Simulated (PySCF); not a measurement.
Basis and Hamiltonian dependence of the ionisation energy of Ge

Ge [Ar] 3d10 4s2 4p2 (3P) → Ge⁺ [Ar] 3d10 4s2 4p1 (2P). Calculated with PySCF 2.14 from differences of total energies of unrestricted determinants, without spin-orbit coupling. Values in eV.

```json
{"basis": "cc-pVDZ-PP with ECP10MDF", "Hamiltonian": "ECP", "functions": "23", "UHF": "7.408", "r2SCAN": "n/a", "PBE0": "n/a", "MP2 (valence)": "7.658", "CCSD(T) (valence)": "7.687", "CCSD(T) (valence and next inner shell)": "n/a"}
{"basis": "cc-pVDZ-DK", "Hamiltonian": "spin-free X2C", "functions": "27", "UHF": "7.403", "r2SCAN": "n/a", "PBE0": "7.917", "MP2 (valence)": "7.645", "CCSD(T) (valence)": "7.672", "CCSD(T) (valence and next inner shell)": "n/a"}
{"basis": "x2c-SVPall", "Hamiltonian": "spin-free X2C", "functions": "32", "UHF": "7.413", "r2SCAN": "n/a", "PBE0": "7.919", "MP2 (valence)": "7.652", "CCSD(T) (valence)": "7.680", "CCSD(T) (valence and next inner shell)": "n/a"}
{"basis": "def2-SVP", "Hamiltonian": "non-relativistic", "functions": "32", "UHF": "7.448", "r2SCAN": "n/a", "PBE0": "n/a", "MP2 (valence)": "7.685", "CCSD(T) (valence)": "7.710", "CCSD(T) (valence and next inner shell)": "n/a"}
{"basis": "pcseg-2", "Hamiltonian": "non-relativistic", "functions": "43", "UHF": "7.448", "r2SCAN": "8.095", "PBE0": "n/a", "MP2 (valence)": "7.790", "CCSD(T) (valence)": "7.844", "CCSD(T) (valence and next inner shell)": "n/a"}
{"basis": "jorge-DZP-DKH", "Hamiltonian": "spin-free X2C", "functions": "43", "UHF": "7.336", "r2SCAN": "7.952", "PBE0": "7.811", "MP2 (valence)": "7.309", "CCSD(T) (valence)": "7.246", "CCSD(T) (valence and next inner shell)": "n/a"}
{"basis": "def2-TZVP", "Hamiltonian": "non-relativistic", "functions": "48", "UHF": "7.439", "r2SCAN": "n/a", "PBE0": "7.942", "MP2 (valence)": "7.781", "CCSD(T) (valence)": "7.835", "CCSD(T) (valence and next inner shell)": "n/a"}
{"basis": "aug-cc-pVTZ-PP with ECP10MDF", "Hamiltonian": "ECP", "functions": "55", "UHF": "7.404", "r2SCAN": "8.018", "PBE0": "7.888", "MP2 (valence)": "7.759", "CCSD(T) (valence)": "7.814", "CCSD(T) (valence and next inner shell)": "n/a"}
{"basis": "x2c-TZVPPall with one added diffuse shell each of s, p, d type", "Hamiltonian": "spin-free X2C", "functions": "57", "UHF": "7.404", "r2SCAN": "8.045", "PBE0": "7.915", "MP2 (valence)": "7.748", "CCSD(T) (valence)": "7.804", "CCSD(T) (valence and next inner shell)": "7.856"}
{"basis": "aug-cc-pVTZ-DK", "Hamiltonian": "spin-free X2C", "functions": "59", "UHF": "7.403", "r2SCAN": "8.039", "PBE0": "7.915", "MP2 (valence)": "7.757", "CCSD(T) (valence)": "7.813", "CCSD(T) (valence and next inner shell)": "n/a"}
{"basis": "aug-pcseg-2", "Hamiltonian": "non-relativistic", "functions": "59", "UHF": "7.444", "r2SCAN": "8.086", "PBE0": "7.962", "MP2 (valence)": "7.791", "CCSD(T) (valence)": "n/a", "CCSD(T) (valence and next inner shell)": "n/a"}
{"basis": "aug-cc-pVQZ-PP with ECP10MDF", "Hamiltonian": "ECP", "functions": "89", "UHF": "7.402", "r2SCAN": "8.022", "PBE0": "7.890", "MP2 (valence)": "7.782", "CCSD(T) (valence)": "7.831", "CCSD(T) (valence and next inner shell)": "n/a"}
{"basis": "x2c-QZVPPall with one added diffuse shell each of s, p, d, f type", "Hamiltonian": "spin-free X2C", "functions": "113", "UHF": "7.402", "r2SCAN": "8.044", "PBE0": "7.919", "MP2 (valence)": "7.777", "CCSD(T) (valence)": "n/a", "CCSD(T) (valence and next inner shell)": "n/a"}
{"basis": "aug-cc-pVQZ-PP with one added diffuse shell each of s, p, d, f, g type with ECP10MDF", "Hamiltonian": "ECP", "functions": "114", "UHF": "7.402", "r2SCAN": "8.022", "PBE0": "7.890", "MP2 (valence)": "7.783", "CCSD(T) (valence)": "n/a", "CCSD(T) (valence and next inner shell)": "n/a"}
```

Extrapolation of CCSD(T) (valence) from aug-cc-pVTZ-PP with ECP10MDF and aug-cc-pVQZ-PP with ECP10MDF: the correlation parts are 0.410 and 0.429 eV; with the X⁻³ form and unrounded values, (4³ × 0.429 − 3³ × 0.410)/(4³ − 3³) = 0.444 eV, and adding the Hartree-Fock value 7.402 eV of the larger basis gives 7.845 eV.

Frozen in the all-electron rows: valence: [Ar] 3d10; valence and next inner shell: [Ne]; with a core potential, the same shells as far as they lie outside it.

Non-relativistic rows lack the scalar-relativistic shift.

Reference for a calculation without spin-orbit coupling: 7.925 eV (measured, between term centres; NIST).
